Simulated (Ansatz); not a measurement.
Geometry optimisation, RKS B3LYP/STO-3G in Ansatz 0.2.0.

input.yaml

```yaml
crystal:
  periodic: [false, false, false]
  atoms:
    - { symbol: B, position_ang: [0.0, 0.0, 0.0] }
    - { symbol: Cl, position_ang: [0.0, 0.0, 1.86] }
    - { symbol: C, position_ang: [1.3856, 0.0, -0.8] }
    - { symbol: H, position_ang: [1.7152, -1.0462, -0.9702] }
    - { symbol: H, position_ang: [1.2491, 0.508, -1.7774] }
    - { symbol: H, position_ang: [2.1552, 0.5381, -0.2082] }
    - { symbol: C, position_ang: [-1.3856, 0.0, -0.8] }
    - { symbol: H, position_ang: [-1.9458, -0.9305, -0.5708] }
    - { symbol: H, position_ang: [-1.9898, 0.8797, -0.4946] }
    - { symbol: H, position_ang: [-1.1839, 0.0508, -1.8903] }
basis:
  gaussian: { orbitals: STO-3G }
hamiltonian:
  xc: b3lyp
relax:
  f_tol: 0.02
  max_steps: 40
```

Run as:

```bash
$ ansatz run input.yaml --threads 1 --pin off --max-ram 2048MiB --backend cpu --events-out ev --progress --plain --runs-dir out
```

Question: Where does it end, and by what steps?

Answer: The forces met the threshold. The force dipped under the threshold on the way, but the program's further checks kept it going. Limits of this set-up: minimal basis. After 20 steps the energy has fallen by 0.136 eV; H10 moved furthest, 0.48 Å.

```
step  energy less start (eV)  largest force component (eV/Å)  accepted
   0                  0.0000                           1.482       yes
   1                 -0.1106                           0.487       yes
   2                 -0.1279                           0.155       yes
   3                 -0.1289                           0.039       yes
   4                 -0.1307                           0.023       yes
   5                 -0.1097                           0.737        no
   6                 -0.1318                           0.019       yes
   7                 -0.1306                           0.206        no
   8                 -0.1325                           0.052       yes
   9                 -0.1326                           0.095       yes
  10                 -0.1332                           0.070       yes
  11                 -0.1338                           0.014       yes
  12                 -0.1342                           0.087       yes
  13                 -0.1345                           0.047       yes
  14                 -0.1347                           0.029       yes
  15                 -0.1350                           0.041       yes
  16                 -0.1352                           0.035       yes
  17                 -0.1313                           0.323        no
  18                 -0.1339                           0.207        no
  19                 -0.1354                           0.009       yes
  20                 -0.1356                           0.012       yes
```

```xyz
10
Properties=species:S:1:pos:R:3
B 0.004 -0.031 -0.028
Cl -0.009 -0.117 1.771
C 1.391 0.088 -0.768
H 1.631 -0.886 -1.230
H 1.334 0.815 -1.593
H 2.226 0.360 -0.109
C -1.380 -0.071 -0.782
H -2.129 -0.692 -0.269
H -1.791 0.953 -0.824
H -1.275 -0.418 -1.820
```

Whether the end is a true minimum wasn't checked by a vibrational analysis.

Run time: 57 s on 1 thread of Arm Neoverse N1, with other jobs on the host, peak memory 0.12 GiB.
